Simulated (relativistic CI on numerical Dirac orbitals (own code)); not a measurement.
Fe⁷⁺: resonant inelastic scattering at the L2,3 edge

Computed with this model: Dirac-Coulomb-Breit CI, separate exchange-only KLI orbitals for each configuration, a model potential for QED, Kramers-Heisenberg scattering through one core-hole configuration in a parametric crystal field, unscaled Slater integrals; configurations [Ar] 3d → [He] 2s2 2p5 3s2 3p6 3d2; 300 K; core-hole width 0.4 eV; summed over polarisations. Incident energies are the highest absorption maxima for each field (at most a few, so the weaker spin-orbit partner edge can be absent), on the computed scale of the free ion. Intensities are in per cent of the strongest line above 0.02 eV; levels within 1 cm⁻¹ are merged; final levels count from the ground level, the first row holds all elastic scattering, lines under 0.4 are left out and each table stops after 24 rows. The scale of the Slater integrals is a model choice and moves the terms in proportion.

Field parameters in Wybourne normalisation: Oh B⁴₀ = 21Dq, B⁴₄ = √(5/14) B⁴₀. The field is a parameter set, without covalency.

S is read from ⟨S²⟩ = S(S + 1).

Oh, 10Dq = 5900 cm⁻¹:

```
Final level (eV)  Degeneracy  Irrep     S  733.3 eV  744 eV  744.7 eV
           0.000           4     Γ8  0.50      93.3   111.6     249.6
           0.148           2     Γ7  0.50      10.4   100.0      30.3
           0.806           4     Γ8  0.50      35.0    49.2      99.3
```

Oh, 10Dq = 13250 cm⁻¹:

```
Final level (eV)  Degeneracy  Irrep     S  732.8 eV  744.2 eV  744.9 eV
           0.000           4     Γ8  0.50      34.4     154.4     135.5
           0.140           2     Γ7  0.50       5.6     100.0      51.5
           1.701           4     Γ8  0.50      11.8      18.8      49.1
```

Oh, 10Dq = 20650 cm⁻¹:

| Final level (eV) | Degeneracy | Irrep | S | 733.3 eV | 744.6 eV | 745.3 eV |
| --- | --- | --- | --- | --- | --- | --- |
| 0.000 | 4 | Γ8 | 0.50 | 86.0 | 167.4 | 166.9 |
| 0.138 | 2 | Γ7 | 0.50 | 4.3 | 100.0 | 62.2 |
| 2.614 | 4 | Γ8 | 0.50 | 16.9 | 40.0 | 53.9 |

For the first field the strongest loss at the lowest incident energy is the level at 0.81 eV (S = 0.50, against 0.50 in the thermal ground state).
